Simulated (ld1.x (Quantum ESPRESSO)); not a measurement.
Results of a calculation; reference values are marked as such.
# Potentials for helium (He) compared

Generated with ld1.x 7.5 (TM, RRKJ, ultrasoft, PAW), atompaw 4.2 or ONCVPSP 4.0.1. The cutoff is in Ry: for ld1.x and atompaw files where the sum of valence levels is converged to 10 mRy in a Bessel basis, for ONCV files where the hardest occupied wave has 1 mHa per electron of residual kinetic energy. The error is the largest all-electron minus pseudo excitation energy over each file’s own four to seven test configurations (ionisations up to +4, promotions, holes and added fractions of an electron), all of which were solved. The labels leave out finer settings (local radius, basis sizes, second energies), which also bear on the numbers. Spin-polarised tests are not counted. The rows are a selection from randomly drawn settings: files with unsolved tests, undetermined cutoffs or missed reference levels are left out.

| potential | cutoff (Ry) | largest error (meV) | bound ghosts |
| --- | --- | --- | --- |
| TM, PBE, non-relativistic, rc 0.60/0.55 (sp), local smoothed, core correction no, reference 1s1 | 140 | +5.1 | none |
| TM, PBE, non-relativistic, rc 0.70/0.60 (sp), local p, core correction no, reference 1s1 | 100 | +12 | none |
| TM, LDA (PZ), scalar-relativistic, rc 0.70/0.60 (sp), local p, core correction no, reference 1s2 | 110 | +11 | none |
| TM, BP86, non-relativistic, rc 0.80/0.85 (sp), local smoothed, core correction no, reference 1s2 | 90 | +25 | none |
| ultrasoft, LDA (PZ), non-relativistic, rc 0.75/0.85 (sp), local smoothed, core correction no, reference 1s2 | 60 | +12 | none |

Task: Fill in the row for He: PAW, PW91, scalar-relativistic, rc 0.80/0.85 (sp), local smoothed, core correction no, reference 1s2.

Result: cutoff 55 Ry, largest error -0.3 meV, bound ghosts: none.
